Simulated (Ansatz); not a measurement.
Steps of a relaxation of C$_{3}$H$_{10}$OSi (`CCCO[SiH3]`) with RKS PBE0-D4/def2-TZVP.

```sh
$ ansatz run in.yaml --threads 4 --pin off --events-out ev --progress --plain --max-ram 10444MiB
```

```yaml
crystal:
  periodic: [false, false, false]
  atoms:
    - {symbol: C, position_ang: [0.001084, -1.049486, 2.215427]}
    - {symbol: C, position_ang: [0.673408, -0.213044, 1.127573]}
    - {symbol: C, position_ang: [-0.200786, -0.047359, -0.109363]}
    - {symbol: O, position_ang: [0.483774, 0.735163, -1.079760]}
    - {symbol: Si, position_ang: [-0.199664, 1.117432, -2.566641]}
    - {symbol: H, position_ang: [-0.951116, -0.589405, 2.553744]}
    - {symbol: H, position_ang: [0.652514, -1.154656, 3.105315]}
    - {symbol: H, position_ang: [-0.236373, -2.072509, 1.855100]}
    - {symbol: H, position_ang: [1.634020, -0.674819, 0.813209]}
    - {symbol: H, position_ang: [0.927676, 0.798806, 1.509973]}
    - {symbol: H, position_ang: [-1.168413, 0.436353, 0.175297]}
    - {symbol: H, position_ang: [-0.459054, -1.052966, -0.525743]}
    - {symbol: H, position_ang: [0.819898, 1.936200, -3.296506]}
    - {symbol: H, position_ang: [-0.524933, -0.128837, -3.354317]}
    - {symbol: H, position_ang: [-1.473936, 1.908424, -2.393808]}
basis:
  gaussian: {orbitals: def2-TZVP}
hamiltonian: {xc: pbe0, dispersion: d4}
relax: {f_tol: 0.005, max_steps: 150}
```

Positions (Å) and forces (eV/Å) along the path, 7 of 7 steps:

```xyz
15
step=1 energy=-13192.4714 eV
C     0.001   -1.049    2.215   -0.165   -0.157    0.165
C     0.673   -0.213    1.128    0.326    0.201   -0.096
C    -0.201   -0.047   -0.109   -0.372   -0.190    0.026
O     0.484    0.735   -1.080   -0.596    0.031   -0.660
Si   -0.200    1.117   -2.567    0.259   -0.181    0.640
H    -0.951   -0.589    2.554    0.462   -0.200   -0.175
H     0.653   -1.155    3.105   -0.291    0.068   -0.444
H    -0.236   -2.073    1.855    0.127    0.495    0.152
H     1.634   -0.675    0.813   -0.473    0.191    0.169
H     0.928    0.799    1.510   -0.144   -0.492   -0.155
H    -1.168    0.436    0.175    0.517   -0.193   -0.166
H    -0.459   -1.053   -0.526    0.177    0.522    0.170
H     0.820    1.936   -3.297   -0.199   -0.172    0.171
H    -0.525   -0.129   -3.354    0.077    0.275    0.214
H    -1.474    1.908   -2.394    0.297   -0.198   -0.010
15
step=2 energy=-13192.5345 eV
C    -0.002   -1.041    2.195   -0.036   -0.056    0.084
C     0.673   -0.208    1.117    0.042    0.037   -0.037
C    -0.203   -0.048   -0.110   -0.039   -0.033    0.029
O     0.481    0.731   -1.073   -0.328    0.089   -0.515
Si   -0.199    1.107   -2.544    0.249   -0.127    0.516
H    -0.943   -0.582    2.527    0.134   -0.059   -0.051
H     0.643   -1.145    3.074   -0.090    0.011   -0.115
H    -0.236   -2.052    1.834    0.036    0.144    0.044
H     1.622   -0.670    0.809   -0.150    0.061    0.041
H     0.922    0.792    1.500   -0.049   -0.148   -0.058
H    -1.157    0.436    0.169    0.163   -0.067   -0.044
H    -0.453   -1.041   -0.527    0.054    0.162    0.063
H     0.813    1.919   -3.265   -0.061   -0.036    0.017
H    -0.522   -0.132   -3.313    0.014    0.063    0.037
H    -1.462    1.884   -2.362    0.062   -0.040   -0.012
15
step=3 energy=-13192.5454 eV
C    -0.003   -1.039    2.190   -0.013    0.005   -0.022
C     0.670   -0.208    1.113    0.020    0.014   -0.008
C    -0.198   -0.045   -0.113   -0.004   -0.023    0.043
O     0.481    0.733   -1.079   -0.053    0.005   -0.064
Si   -0.196    1.102   -2.531    0.072   -0.009    0.091
H    -0.940   -0.582    2.520   -0.018    0.007    0.007
H     0.638   -1.144    3.067    0.013    0.004    0.004
H    -0.236   -2.045    1.830   -0.006   -0.019   -0.006
H     1.613   -0.669    0.807    0.025   -0.010    0.000
H     0.916    0.787    1.495    0.011    0.020    0.014
H    -1.146    0.438    0.164   -0.018    0.015   -0.004
H    -0.446   -1.032   -0.528   -0.004   -0.015   -0.018
H     0.804    1.913   -3.260    0.000    0.010   -0.021
H    -0.520   -0.134   -3.296   -0.007   -0.014   -0.013
H    -1.457    1.874   -2.349   -0.018    0.009   -0.002
15
step=4 energy=-13192.5458 eV
C    -0.005   -1.039    2.188    0.003   -0.002    0.008
C     0.672   -0.207    1.113   -0.010   -0.001   -0.008
C    -0.199   -0.046   -0.111    0.017   -0.003    0.023
O     0.479    0.732   -1.078   -0.019    0.000   -0.019
Si   -0.195    1.102   -2.528    0.015    0.005    0.003
H    -0.941   -0.580    2.517   -0.001    0.002   -0.001
H     0.636   -1.144    3.065    0.000   -0.003    0.006
H    -0.238   -2.044    1.826    0.000   -0.001   -0.002
H     1.616   -0.668    0.808    0.001   -0.001    0.001
H     0.919    0.788    1.496    0.000    0.000    0.001
H    -1.147    0.437    0.165    0.000    0.002    0.000
H    -0.446   -1.033   -0.527    0.001   -0.001   -0.001
H     0.803    1.913   -3.262   -0.001    0.002   -0.005
H    -0.520   -0.134   -3.295    0.000   -0.004   -0.004
H    -1.457    1.873   -2.348   -0.004    0.004    0.000
15
step=5 energy=-13192.5459 eV
C    -0.005   -1.039    2.188   -0.001   -0.001    0.003
C     0.673   -0.207    1.114    0.000    0.002   -0.005
C    -0.198   -0.046   -0.111    0.005   -0.002    0.009
O     0.478    0.732   -1.078   -0.009   -0.003   -0.002
Si   -0.195    1.102   -2.529    0.002    0.004   -0.007
H    -0.941   -0.580    2.517    0.001    0.000    0.000
H     0.636   -1.145    3.066   -0.001    0.000    0.000
H    -0.238   -2.044    1.827    0.000    0.001    0.000
H     1.617   -0.669    0.809   -0.001    0.000    0.001
H     0.919    0.788    1.497    0.000   -0.001    0.000
H    -1.147    0.437    0.166    0.002    0.000    0.000
H    -0.445   -1.034   -0.526    0.001    0.001    0.001
H     0.802    1.914   -3.264    0.000    0.000    0.001
H    -0.520   -0.134   -3.297    0.001    0.001    0.000
H    -1.457    1.874   -2.349    0.001    0.000    0.000
15
step=6 energy=-13192.5459 eV
C    -0.004   -1.039    2.189    0.000    0.000    0.000
C     0.673   -0.207    1.114    0.001    0.001   -0.001
C    -0.198   -0.046   -0.110    0.002    0.001   -0.001
O     0.477    0.731   -1.079   -0.005   -0.003    0.002
Si   -0.195    1.102   -2.530   -0.001    0.001   -0.003
H    -0.941   -0.579    2.517    0.001    0.000    0.000
H     0.636   -1.146    3.066    0.000    0.000   -0.001
H    -0.239   -2.044    1.827    0.000    0.001    0.000
H     1.617   -0.669    0.809   -0.001    0.000    0.000
H     0.920    0.787    1.497    0.000   -0.001    0.000
H    -1.147    0.437    0.167    0.001   -0.001    0.000
H    -0.445   -1.034   -0.525    0.000    0.001    0.001
H     0.802    1.915   -3.264    0.001   -0.001    0.002
H    -0.519   -0.133   -3.298    0.001    0.001    0.000
H    -1.458    1.874   -2.351    0.001   -0.001   -0.001
15
step=7 energy=-13192.5459 eV
C    -0.004   -1.038    2.189    0.001    0.000    0.000
C     0.673   -0.207    1.114    0.000    0.000    0.000
C    -0.200   -0.047   -0.110   -0.002   -0.002    0.002
O     0.475    0.730   -1.079    0.000    0.001   -0.001
Si   -0.195    1.102   -2.531    0.001    0.001   -0.001
H    -0.940   -0.578    2.519    0.000    0.000    0.001
H     0.637   -1.145    3.066    0.000    0.000    0.000
H    -0.239   -2.043    1.828    0.000    0.000    0.000
H     1.616   -0.670    0.808    0.000    0.000    0.000
H     0.920    0.787    1.496    0.000    0.000    0.000
H    -1.148    0.436    0.169    0.000    0.000   -0.001
H    -0.447   -1.035   -0.524    0.000    0.000    0.000
H     0.804    1.916   -3.261    0.000    0.000    0.000
H    -0.517   -0.132   -3.302    0.000    0.000    0.000
H    -1.458    1.874   -2.353    0.000    0.000    0.000
```

It took 24 s on 4 threads of an Arm Neoverse V2 on a shared host, with 0.61 GiB of host memory at the peak.
